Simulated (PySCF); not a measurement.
CH4ClFOSi, SMILES OC[Si@@H](F)Cl.

Coordinates come from a PBE-D3(BJ)/def2-SVP optimisation. The structure was generated by enumeration; whether it is a known compound was not checked. The values are those of a single conformer.

Computed with TDDFT-PBE/def2-SVPD (PySCF).

Vertical excitations. Isolated molecule, no solvent.

```json
[
 {"state": "S1", "energy (eV)": "5.58", "λ (nm)": "222", "f": "0.006", "main pairs": "HOMO→LUMO 99 %"},
 {"state": "S2", "energy (eV)": "6.01", "λ (nm)": "206", "f": "0.003", "main pairs": "HOMO→LUMO+1 99 %"},
 {"state": "S3", "energy (eV)": "6.36", "λ (nm)": "195", "f": "0.023", "main pairs": "HOMO→LUMO+2 98 %"},
 {"state": "S4", "energy (eV)": "6.97", "λ (nm)": "178", "f": "0.010", "main pairs": "HOMO−1→LUMO 94 %"},
 {"state": "S5", "energy (eV)": "7.08", "λ (nm)": "175", "f": "0.039", "main pairs": "HOMO→LUMO+3 92 %"},
 {"state": "S6", "energy (eV)": "7.20", "λ (nm)": "172", "f": "0.014", "main pairs": "HOMO−2→LUMO 92 %"},
 {"state": "S7", "energy (eV)": "7.41", "λ (nm)": "167", "f": "0.002", "main pairs": "HOMO−3→LUMO 88 %"},
 {"state": "S8", "energy (eV)": "7.50", "λ (nm)": "165", "f": "0.004", "main pairs": "HOMO→LUMO+4 67 %, HOMO−1→LUMO+1 20 %"},
 {"state": "S9", "energy (eV)": "7.57", "λ (nm)": "164", "f": "0.016", "main pairs": "HOMO−1→LUMO+1 67 %, HOMO→LUMO+4 17 %"},
 {"state": "S10", "energy (eV)": "7.70", "λ (nm)": "161", "f": "0.006", "main pairs": "HOMO→LUMO+5 61 %, HOMO−2→LUMO+1 36 %"},
 {"state": "T1", "energy (eV)": "5.22", "λ (nm)": "237", "f": "0", "main pairs": "HOMO→LUMO 99 %"},
 {"state": "T2", "energy (eV)": "5.82", "λ (nm)": "213", "f": "0", "main pairs": "HOMO→LUMO+1 99 %"},
 {"state": "T3", "energy (eV)": "6.16", "λ (nm)": "201", "f": "0", "main pairs": "HOMO→LUMO+2 99 %"},
 {"state": "T4", "energy (eV)": "6.79", "λ (nm)": "183", "f": "0", "main pairs": "HOMO−1→LUMO 92 %"}
]
```
Triplets are in the Tamm–Dancoff approximation, which puts them higher than full response would, so one can lie above its singlet here.
